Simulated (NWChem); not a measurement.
System: CoHOCl, quartet; SMILES [OH][Co][Cl]

NWChem input:

```
start job
memory heap 200 mb stack 900 mb global 1100 mb
geometry units angstroms noautosym nocenter noautoz
  Co     0.089729     0.402598     0.043512
  Cl    -0.113803    -1.719700    -0.060609
  O      0.300456     2.115238     0.168386
  H     -0.279996     2.814781    -0.156767
end
basis spherical
  Co library def2-svp
  Cl library def2-svp
  O library def2-svp
  H library def2-svp
end
dft
  odft
  mult 4
  xc pbe0
  iterations 150
end
property
  efieldgrad
end
task dft property
```

Excerpt of the output:

```
             Northwest Computational Chemistry Package (NWChem) 7.3.0
             --------------------------------------------------------

                             Geometry "geometry" -> ""
                             -------------------------

 Output coordinates in angstroms (scale by  1.889725989 to convert to a.u.)

  No.       Tag          Charge          X              Y              Z
 ---- ---------------- ---------- -------------- -------------- --------------
    1 Co                  27.0000     0.08972900     0.40259800     0.04351200
    2 Cl                  17.0000    -0.11380300    -1.71970000    -0.06060900
    3 O                    8.0000     0.30045600     2.11523800     0.16838600
    4 H                    1.0000    -0.27999600     2.81478100    -0.15676700

 Effective nuclear repulsion energy (a.u.)     210.6851261878

                              NWChem Property Module
                              ----------------------

  itol2e modified to match energy
  convergence criterion.

                                 NWChem DFT Module
                                 -----------------

 Summary of "ao basis" -> "ao basis" (spherical)
 ------------------------------------------------------------------------------
       Tag                 Description            Shells   Functions and Types
 ---------------- ------------------------------  ------  ---------------------
 Co                         def2-svp                11       31   5s3p2d1f
 Cl                         def2-svp                 8       18   4s3p1d
 O                          def2-svp                 6       14   3s2p1d
 H                          def2-svp                 3        5   2s1p

  itol2e modified to match energy
  convergence criterion.

            General Information
            -------------------
          SCF calculation type: DFT
          Wavefunction type:  spin polarized.
          No. of atoms     :     4
          No. of electrons :    53
           Alpha electrons :    28
            Beta electrons :    25
          Charge           :     0
          Spin multiplicity:     4
          Use of symmetry is: off; symmetry adaption is: off
          Maximum number of iterations: 150
          AO basis - number of functions:    68
                     number of shells:    28
          Convergence on energy requested:  1.00D-07
          Convergence on density requested:  1.00D-05
          Convergence on gradient requested:  5.00D-04

              XC Information
              --------------
                         PBE0 Method XC Functional
                     Hartree-Fock (Exact) Exchange  0.250
          PerdewBurkeErnzerhof Exchange Functional  0.750
            Perdew 1991 LDA Correlation Functional  1.000 local
           PerdewBurkeErnz. Correlation Functional  1.000 non-local

             Grid Information
             ----------------
          Grid used for XC integration:  fine
          Radial quadrature: Mura-Knowles
          Angular quadrature: Lebedev.
          Tag              B.-S. Rad. Rad. Pts. Rad. Cut. Ang. Pts.
          ---              ---------- --------- --------- ---------
          Co                  1.35      140           9.0       974
          Cl                  1.00      123          12.0       770
          O                   0.60       70          10.0       590
          H                   0.35       60          11.0       590
          Grid pruning is: on
          Number of quadrature shells:   393
          Spatial weights used:  Erf1

      Superposition of Atomic Density Guess
      -------------------------------------

 Sum of atomic energies:       -1915.63224313

      Non-variational initial energy
      ------------------------------

 Total energy =   -1915.111864
 1-e energy   =   -3072.009534
 2-e energy   =     946.212544
 HOMO         =      -0.341233
 LUMO         =      -0.336303

[...]

          -----------------------
          Electric field gradient
          -----------------------

 1 a.u. = 0.324123 10**(16) esu/cm**3  ( or statvolts/cm**2 ) = 0.97174 10**(22) v/m**2

 ------------------------------------------------------------
   Atom      X         Y         Z
 ------------------------------------------------------------
    1 Co   0.16956   0.76080   0.08223
 ------------------------------------------------------------

 Electric field gradient in molecular frame (a.u.)
         XX             YY             ZZ             XY             XZ             YZ
 ------------------------------------------------------------------------------------------
        1.453899      -3.355892       1.901993      -0.487374      -0.373134      -0.281641

 Principal components (a.u.) and orientation
 of principal axis w.r.t. absolute frame                      Asymmetry parameter eta
 --------------------------------------------------------------------------------------
       -3.423791       2.113182       1.310609                       0.234411

        0.103772      -0.491999       0.864389
        0.992803      -0.000989      -0.119752
        0.059772       0.870595       0.488356

 ------------------------------------------------------------
   Atom      X         Y         Z
 ------------------------------------------------------------
    2 Cl  -0.21506  -3.24976  -0.11453
 ------------------------------------------------------------

 Electric field gradient in molecular frame (a.u.)
         XX             YY             ZZ             XY             XZ             YZ
 ------------------------------------------------------------------------------------------
        0.491227      -1.024874       0.533647      -0.135209      -0.033569      -0.065759

 Principal components (a.u.) and orientation
 of principal axis w.r.t. absolute frame                      Asymmetry parameter eta
 --------------------------------------------------------------------------------------
       -1.039818       0.552190       0.487627                       0.062091

        0.088832      -0.492388       0.865831
        0.995097       0.005923      -0.098726
        0.043483       0.870356       0.490500

 ------------------------------------------------------------
   Atom      X         Y         Z
 ------------------------------------------------------------
    3 O    0.56778   3.99722   0.31820
 ------------------------------------------------------------

 Electric field gradient in molecular frame (a.u.)
         XX             YY             ZZ             XY             XZ             YZ
 ------------------------------------------------------------------------------------------
        0.107210      -0.726563       0.619353       0.771414      -0.419578       0.428929

 Principal components (a.u.) and orientation
 of principal axis w.r.t. absolute frame                      Asymmetry parameter eta
 --------------------------------------------------------------------------------------
       -1.359371       0.854844       0.504527                       0.257705

       -0.508745      -0.492868       0.705876
        0.812709      -0.004424       0.582653
       -0.284048       0.870093       0.402809

 ------------------------------------------------------------
   Atom      X         Y         Z
 ------------------------------------------------------------
    4 H   -0.52912   5.31916  -0.29625
 ------------------------------------------------------------

 Electric field gradient in molecular frame (a.u.)
         XX             YY             ZZ             XY             XZ             YZ
 ------------------------------------------------------------------------------------------
       -0.017032      -0.146059       0.163091       0.310198      -0.147110       0.173688

 Principal components (a.u.) and orientation
 of principal axis w.r.t. absolute frame                      Asymmetry parameter eta
 --------------------------------------------------------------------------------------
       -0.479036       0.245519       0.233517                       0.025055

       -0.596412      -0.492508       0.633821
        0.729862      -0.004122       0.683582
       -0.334057       0.870298       0.361921
```

Level: PBE0/def2-SVP, spin-unrestricted. All runs use the structure optimised with B3LYP/6-31G* (spherical d), spin-unrestricted. The spin multiplicity was typed, not searched, and may not be the lowest. No stability test was run on the SCF state. NWChem prints the field gradient with the sign opposite to the second derivative of the potential.
